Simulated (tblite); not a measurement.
C7H7O (SMILES [CH2]c1ccc(O)cc1), doublet, at a GFN2-xTB geometry; GFN1-xTB (tblite 0.6.0).

The tblite input:
```
$ tblite run mol.xyz --method gfn1 --charge 0 --spin 1 --efield 0,0,0.1 --json tblite.json --no-restart

# file mol.xyz
15

C     -2.81833807     0.03397709     0.26148815
C     -1.44794666     0.01348822     0.13373045
C     -0.73747723    -1.19644166    -0.11732029
C      0.62360438    -1.21406958    -0.24379064
C      1.36015996    -0.02882335    -0.12811178
O      2.71076913    -0.09396390    -0.26095173
C      0.69322948     1.17480608     0.11800935
C     -0.67015173     1.20070481     0.24596333
H     -3.34723011     0.95028899     0.45078219
H     -3.39927232    -0.86602155     0.17561694
H     -1.30033477    -2.11331226    -0.20743510
H      1.15912017    -2.13115614    -0.43380630
H      3.09387677     0.78606077    -0.16017153
H      1.26685654     2.08935354     0.20678696
H     -1.17765005     2.13464818     0.43602923
```

The log (banner, timings and long lists left out):

```
xTB calculator
 | screened Coulomb repulsion
 | Coulomb electrostatics
 |  * isotropic Klopman-Ohno-Mataga-Nishimoto electrostatics
 |  * onsite third-order electrostatics
 | DFT-D3(BJ) dispersion correction
 | Interactions (1)
 | [1] electric field

halogen bonding energy    0.0000000000000E+00 Eh
repulsion energy          3.5772926852382E-01 Eh
dispersion energy        -6.5872722542321E-03 Eh
interaction energy        0.0000000000000E+00 Eh
number of electrons       4.1000000000000E+01 e
integral cutoff           1.9731147476801E+01 bohr

------------------------------------------------------------
  cycle        total energy    energy error   density error
------------------------------------------------------------
      1     -23.12876550607  -2.3479908E+01   4.4646735E-01
      2     -23.19860446813  -6.9838962E-02   2.5821341E-01
      3     -23.18680764241   1.1796826E-02   5.6158629E-02
      4     -23.20056291411  -1.3755272E-02   2.0113870E-02
      5     -23.20453533966  -3.9724255E-03   2.7902066E-03
      6     -23.20457210511  -3.6765455E-05   9.0235510E-04
      7     -23.20457437199  -2.2668788E-06   2.4952794E-04
      8     -23.20457452270  -1.5071271E-07   9.2563815E-05
      9     -23.20457454241  -1.9707358E-08   2.1477941E-05
     10     -23.20457454314  -7.3058004E-10   8.5420728E-06
------------------------------------------------------------

electronic energy        -2.3555716539411E+01 Eh
total energy             -2.3204574543142E+01 Eh

Post processing:
 | Mayer-Wiberg bond orders

[Info] JSON dump of results written to 'tblite.json'
```
